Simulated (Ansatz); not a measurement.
One change: `[OH][GeH]` becomes `[OH][Ge][SH]`.

Ansatz, PBE0-D4/def2-TZVP geometries, multiplicity 1. Each molecule was computed in one conformer, which needn't be the lowest.

Outer-core shells of Ge are correlated without core-valence functions. Scalar relativity is left out up to krypton. Spin–orbit coupling is left out.

```
                                                                                  property  `[OH][GeH]`
                                            zero-point energy (PBE0-D4/def2-TZVP) / kJ/mol         52.5
                                                     HOMO energy (ωB97M-V/def2-TZVPP) / eV        -8.87
                                                      HOMO–LUMO gap (PBE0/def2-TZVPP) / eV         4.48
ideal-gas entropy at 298 K and 1 bar (rigid rotor, harmonic PBE0-D4/def2-TZVP) / J/(mol·K)          255
                                                         HOMO energy (PBE/def2-TZVPP) / eV        -5.60
                                      vertical ionisation energy (CCSD(T)/def2-TZVPP) / eV         9.27
```

**Question.** Give the same properties after the change, and the shifts. (An estimate is asked.)

**Answer.** Ansatz gave: 
```tsv
property	`[OH][Ge][SH]`	shift
zero-point energy (PBE0-D4/def2-TZVP) / kJ/mol	60.3	7.8
HOMO energy (ωB97M-V/def2-TZVPP) / eV	-9.40	-0.53
HOMO–LUMO gap (PBE0/def2-TZVPP) / eV	5.36	0.88
ideal-gas entropy at 298 K and 1 bar (rigid rotor, harmonic PBE0-D4/def2-TZVP) / J/(mol·K)	302	47
HOMO energy (PBE/def2-TZVPP) / eV	-6.30	-0.70
vertical ionisation energy (CCSD(T)/def2-TZVPP) / eV	9.56	0.29
```

With PBE0 the HOMO falls by 0.63 eV and the LUMO rises by 0.25 eV, so the gap widens by about 0.88 eV. PBE moves the HOMO by -0.70 eV and ωB97M-V by -0.53 eV. The zero-point energy changes by 7.8 kJ/mol with +3 modes.
